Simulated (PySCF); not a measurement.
## Atomic charges by several schemes

C8H12.
Z-matrix (Å and degrees, GFN2-xTB geometry), rows numbered from 1:
```
C 
C   1  1.3245
C   2  1.4959  1  114.24
C   3  1.5388  2  107.96  1   -58.22
C   4  1.5347  3  109.30  2    55.26
C   1  1.4958  2  114.21  3     0.02
C   6  1.5388  1  108.03  2   -58.16
C   7  1.5348  6  109.32  1    55.17
H   1  1.0778  2  124.76  3   179.95
H   2  1.0777  1  124.76  3   179.97
H   3  1.0923  2  112.27  1  -179.99
H   4  1.0912  3  109.15  2   -65.89
H   4  1.0910  3  109.12  2   176.56
H   5  1.0911  4  110.89  3   120.21
H   5  1.0909  4  110.64  3  -120.39
H   6  1.0922  1  112.26  2  -179.98
H   7  1.0910  6  109.10  1   176.56
H   7  1.0909  6  109.16  1   -66.01
H   8  1.0911  3  109.19  2    66.03
H   8  1.0911  3  109.09  2  -176.50
```

Density: PBE0/pcSseg-1 (PySCF); schemes: Mulliken, IAO, Hirshfeld and ESP-fitted. Geometry: GFN2-xTB; no solvent, vibrations or thermal averaging.

Task: At which atom do the 4 schemes differ most?

Result: At C6: from -0.343 (Mulliken) to +0.220 e (ESP-fitted), 0.563 e apart.

Task: Which atoms carry the lowest charge in the Mulliken, IAO, Hirshfeld and ESP-fitted schemes?

Result: The schemes don't all agree: Mulliken C3 and C6 (-0.343); IAO C4, C5, C7 and C8 (-0.261); Hirshfeld C4, C5, C7 and C8 (-0.070); ESP-fitted C1 (-0.243).

Task: Do the Mulliken, IAO, Hirshfeld and ESP-fitted schemes agree on where the charge is highest?

Result: The schemes don't all agree: Mulliken H12, H15, H18 and H19 (+0.119); IAO H9 and H10 (+0.145); Hirshfeld H9 and H10 (+0.043); ESP-fitted C6 (+0.220).

Task: Tabulate the Mulliken, IAO, Hirshfeld and ESP-fitted charges.

Result: In e:

```json
{"atom": "C1", "environment": "alkene CH carbon", "Mulliken": "-0.049", "IAO": "-0.169", "Hirshfeld": "-0.053", "ESP-fitted": "-0.243"}
{"atom": "C2", "environment": "alkene CH carbon", "Mulliken": "-0.050", "IAO": "-0.169", "Hirshfeld": "-0.053", "ESP-fitted": "-0.234"}
{"atom": "C3", "environment": "sp3 carbon at a ring junction", "Mulliken": "-0.343", "IAO": "-0.116", "Hirshfeld": "-0.027", "ESP-fitted": "+0.200"}
{"atom": "C4", "environment": "ring CH2 carbon", "Mulliken": "-0.122", "IAO": "-0.261", "Hirshfeld": "-0.070", "ESP-fitted": "-0.160"}
{"atom": "C5", "environment": "ring CH2 carbon", "Mulliken": "-0.122", "IAO": "-0.261", "Hirshfeld": "-0.070", "ESP-fitted": "-0.132"}
{"atom": "C6", "environment": "sp3 carbon at a ring junction", "Mulliken": "-0.343", "IAO": "-0.116", "Hirshfeld": "-0.027", "ESP-fitted": "+0.220"}
{"atom": "C7", "environment": "ring CH2 carbon", "Mulliken": "-0.122", "IAO": "-0.261", "Hirshfeld": "-0.070", "ESP-fitted": "-0.141"}
{"atom": "C8", "environment": "ring CH2 carbon", "Mulliken": "-0.122", "IAO": "-0.261", "Hirshfeld": "-0.070", "ESP-fitted": "-0.159"}
{"atom": "H9", "environment": "vinylic hydrogen", "Mulliken": "+0.078", "IAO": "+0.145", "Hirshfeld": "+0.043", "ESP-fitted": "+0.127"}
{"atom": "H10", "environment": "vinylic hydrogen", "Mulliken": "+0.078", "IAO": "+0.145", "Hirshfeld": "+0.043", "ESP-fitted": "+0.126"}
{"atom": "H11", "environment": "methine hydrogen", "Mulliken": "+0.098", "IAO": "+0.133", "Hirshfeld": "+0.040", "ESP-fitted": "-0.009"}
{"atom": "H12", "environment": "methylene hydrogen", "Mulliken": "+0.119", "IAO": "+0.136", "Hirshfeld": "+0.034", "ESP-fitted": "+0.058"}
{"atom": "H13", "environment": "methylene hydrogen", "Mulliken": "+0.111", "IAO": "+0.129", "Hirshfeld": "+0.035", "ESP-fitted": "+0.055"}
{"atom": "H14", "environment": "methylene hydrogen", "Mulliken": "+0.111", "IAO": "+0.129", "Hirshfeld": "+0.035", "ESP-fitted": "+0.048"}
{"atom": "H15", "environment": "methylene hydrogen", "Mulliken": "+0.119", "IAO": "+0.136", "Hirshfeld": "+0.034", "ESP-fitted": "+0.047"}
{"atom": "H16", "environment": "methine hydrogen", "Mulliken": "+0.098", "IAO": "+0.133", "Hirshfeld": "+0.040", "ESP-fitted": "-0.017"}
{"atom": "H17", "environment": "methylene hydrogen", "Mulliken": "+0.111", "IAO": "+0.129", "Hirshfeld": "+0.035", "ESP-fitted": "+0.051"}
{"atom": "H18", "environment": "methylene hydrogen", "Mulliken": "+0.119", "IAO": "+0.136", "Hirshfeld": "+0.034", "ESP-fitted": "+0.050"}
{"atom": "H19", "environment": "methylene hydrogen", "Mulliken": "+0.119", "IAO": "+0.136", "Hirshfeld": "+0.034", "ESP-fitted": "+0.057"}
{"atom": "H20", "environment": "methylene hydrogen", "Mulliken": "+0.111", "IAO": "+0.129", "Hirshfeld": "+0.035", "ESP-fitted": "+0.057"}
```

Mean size of the charges over all atoms: IAO 0.161 e, Mulliken 0.127 e, ESP-fitted 0.109 e, Hirshfeld 0.044 e. Each set sums to the total charge, 0, to within 0.001 e. The Hirshfeld scheme weights the molecular density at each point by an atom's share of the summed free-atom densities.

Task: How closely do the schemes follow one another over all atoms?

Result: Correlation coefficient and root-mean-square difference: IAO with Hirshfeld 1.00, 0.123 e; Mulliken with IAO 0.79, 0.105 e; Mulliken with Hirshfeld 0.76, 0.117 e; Hirshfeld with ESP-fitted 0.66, 0.107 e; IAO with ESP-fitted 0.62, 0.136 e; Mulliken with ESP-fitted 0.05, 0.193 e.

Task: Sum the charges by element.

Result: 
```tsv
element	atoms	Mulliken	IAO	Hirshfeld	ESP-fitted
C	8	-1.272	-1.614	-0.439	-0.649
H	12	+1.272	+1.614	+0.439	+0.648
```

The run behind these numbers computed NMR shieldings as well. On Arm Neoverse V1, one thread, on a shared host, this took 33 s wall.
